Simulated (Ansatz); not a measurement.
Consider the redistribution: `CB(S)C(N)F` + `CO[SiH2]Cl` → `COB(C)S` + `NC(F)[SiH2]Cl`.

Program: Ansatz. Geometries: PBE0-D4/def2-TZVP. ΔE: electronic, gas phase. CBS: MP2 limit from def2 TZ/QZ plus the TZ coupled-cluster correction, frozen cores. DFT in def2-TZVPP. B3LYP here is the variant with VWN-RPA as its local correlation; programs differ in this. Each species was taken in one conformer, which may not be the lowest.

`CB(S)C(N)F`:

Z-matrix (Å, degrees):
```
C
B 1 1.557
H 1 1.096 2 110.1
H 1 1.096 2 108.9 3 -114.6
H 1 1.090 2 114.8 3 123.2
S 2 1.782 1 120.4 3 -125.6
C 2 1.595 1 120.5 3 52.1
H 6 1.347 2 96.4 1 -179.1
N 7 1.412 2 115.5 1 150.4
F 7 1.421 2 108.9 1 23.6
H 7 1.100 2 107.5 1 -88.9
H 9 1.011 7 112.4 2 -60.6
H 9 1.011 7 112.7 2 175.3
```

`CO[SiH2]Cl`:

Cartesian coordinates in Å:
```
C -0.562 -0.622 -1.099
O 0.283 -0.759 0.025
Si 0.529 0.403 1.135
Cl 1.399 2.062 0.286
H -0.660 -1.602 -1.568
H -0.135 0.077 -1.824
H -1.558 -0.269 -0.811
H 1.455 -0.156 2.137
H -0.752 0.867 1.719
```

`COB(C)S`:

Cartesian coordinates in Å:
```
C 1.436 0.614 -1.363
O 0.099 0.404 -0.960
B -0.228 -0.111 0.247
C -1.740 -0.307 0.606
S 1.119 -0.555 1.405
H 1.419 1.027 -2.371
H 1.940 1.320 -0.695
H 1.996 -0.326 -1.370
H -1.960 -1.353 0.836
H -2.011 0.271 1.496
H -2.386 0.007 -0.215
H 0.315 -0.990 2.385
```

`NC(F)[SiH2]Cl`:

```xyz
10

N     1.437   -0.405    0.151
C     0.088   -0.699   -0.073
F    -0.168   -1.208   -1.383
Si   -1.027    0.829    0.074
Cl   -1.121    1.426    2.035
H     1.804    0.327   -0.439
H     2.045   -1.212    0.138
H    -0.230   -1.493    0.609
H    -0.432    1.926   -0.729
H    -2.396    0.510   -0.383
```

| level | ΔE (eV) |
| --- | --- |
| ωB97M-V | -0.05 |
| PBE | -0.12 |
| B3LYP | -0.07 |
| HF/def2-TZVPP | 0.01 |
| CCSD(T)/def2-TZVPP | -0.03 |
| HF/def2-QZVPP | 0.01 |
| HF/CBS(def2) | 0.01 |
| MP2/CBS(def2) | -0.01 |

Q: What does CCSD(T)/CBS give? (Best estimate.)

A: Computed: -0.03 eV. The listed levels differ from it by -0.02, -0.09, -0.04, 0.04, 0.00, 0.04, 0.04, 0.02 eV.

Largest T1 diagnostic among the species: 0.013.

From PBE to PBE0 (25 % exact exchange), in def2-TZVPP and without D4, ΔE moves by +0.04 eV.
